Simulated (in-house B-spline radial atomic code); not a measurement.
A calculation on Fe⁴⁺: its settings, and results tabulated from the run. Level of theory: non-relativistic r2SCAN, spin-polarised, spherical fractional occupations, point nucleus; calculated with an all-electron radial atomic-structure program (B-spline basis).

Command:
```bash
python run_scf.py task.json out
```
Settings:
```
Z                26
configuration    [Ar] 3d4
hamiltonian      nr
method           r2scan
spin_polarised   True
```

Output (hartree, bohr):
```
 radial grid: 46 intervals, B-splines of order 8, outer radius 14.6809 bohr

 iter        energy (Eh)    residual
    1       -1259.581867    5.03e-02
    2       -1259.585732    1.74e-03
    3       -1259.585735    9.13e-04
    4       -1259.585736    4.73e-04
    5       -1259.585736    2.32e-05
    6       -1259.585736    3.98e-06
    7       -1259.585736    1.08e-06
    8       -1259.585736    2.77e-07
    9       -1259.585736    1.21e-08

 total energy                     -1259.58574
 kinetic                            1258.7165
 electron-nucleus                  -2948.7732
 Hartree                             484.3453
 exchange-correlation                -53.8742

 orbital      occ     eigenvalue          <r>       <r^2>       <1/r>       r_max
 1s up      1.000      -257.8858    0.0591601  0.00469421     25.5112     0.03896
 1s down    1.000      -257.8869    0.0591601  0.00469417     25.5112     0.03896
 2s up      1.000       -32.2668     0.269779    0.085894     5.47538      0.2251
 2s down    1.000       -32.1481     0.269073   0.0854104     5.48999      0.2248
 2p up      3.000       -28.0885     0.236928   0.0689308     5.41172      0.1813
 2p down    3.000       -27.9997      0.23617    0.068442     5.42489       0.181
 3s up      1.000        -5.7383     0.800539    0.735749     1.76126      0.7014
 3s down    1.000        -5.4908     0.806459    0.747095     1.74354      0.7038
 3p up      3.000        -4.4818     0.829393    0.802975     1.64817      0.7071
 3p down    3.000        -4.2341     0.837318    0.819124     1.62948      0.7107
 3d up      4.000        -2.4307     0.905671      1.0056     1.39475      0.6754
```

Run time, properties included: 0.3 s on 1 thread of Arm Neoverse N1, with other jobs on the host.
